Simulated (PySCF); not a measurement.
Coordinates in bohr (charge 1 multiplicity 1):
```
I     0.0000    0.0000   -0.5263
F     2.5637    0.0000    1.7797
F    -2.5637    0.0000    1.7797
```

All numbers come from PySCF, PBE0, basis I def2-TZVP with ECP28, F def2-TZVP (scalar-relativistic core potentials, no spin–orbit coupling, density fitting).

This geometry of [IF2]+ is a stationary point at this level.

Question: What is the point group?

Answer: C2v.

Question: Is it a minimum?

Answer: Yes: all harmonic wavenumbers are real.

Question: Which band is strongest in the infrared?

Answer: 731 cm⁻¹ (b2), 54 km/mol.

Question: What are the dipole moment and the gap between the highest occupied and lowest empty levels?

Answer: 2.58 D about the centre of mass and 4.72 eV.

Question: Give the atomic charges and bond orders.

Answer: 
```json
{"atom": "I1", "Mulliken": "1.36", "Löwdin": "1.32", "polar tensor": "1.61", "Mayer order to I1": "–"}
{"atom": "F2,3", "Mulliken": "-0.18", "Löwdin": "-0.16", "polar tensor": "-0.30", "Mayer order to I1": "1.13"}
```

Other isomers or separated fragments may lie lower.
